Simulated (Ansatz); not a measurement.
One change: `C/N=C(\C)NC` becomes `CC1=[N+](C)[Sn-]([CH3])[N]1C`.

Ansatz, PBE0-D4/def2-TZVP geometries, multiplicity 1. 

Elements past krypton have def2 core potentials.

```tsv
property	`C/N=C(\C)NC`
HOMO–LUMO gap (PBE0/def2-TZVPP) / eV	7.18
size of the dipole moment (B3LYP/def2-TZVPP) / D	2.48
size of the dipole moment (ωB97M-V/def2-TZVPP) / D	2.51
HOMO–LUMO gap (PBE/def2-TZVPP) / eV	5.04
LUMO energy (PBE0/def2-TZVPP) / eV	1.03
HOMO energy (ωB97M-V/def2-TZVPP) / eV	-8.39
```

What does the change do to each property? (Estimate.)

Computed: 
```csv
property,`CC1=[N+](C)[Sn-]([CH3])[N]1C`,shift
HOMO–LUMO gap (PBE0/def2-TZVPP) / eV,4.93,-2.25
size of the dipole moment (B3LYP/def2-TZVPP) / D,2.87,0.39
size of the dipole moment (ωB97M-V/def2-TZVPP) / D,3.01,0.50
HOMO–LUMO gap (PBE/def2-TZVPP) / eV,3.28,-1.76
LUMO energy (PBE0/def2-TZVPP) / eV,-0.58,-1.61
HOMO energy (ωB97M-V/def2-TZVPP) / eV,-7.55,0.84
```

With PBE0 the HOMO rises by 0.64 eV and the LUMO falls by 1.61 eV, so the gap narrows by about 2.25 eV. PBE moves the HOMO by 0.36 eV and ωB97M-V by 0.84 eV. Dipoles are sizes alone; their direction can turn.

Positive LUMOs are unbound, so they and the gaps depend on the basis.

B3LYP here is the variant with VWN-RPA as its local correlation; programs differ in this.
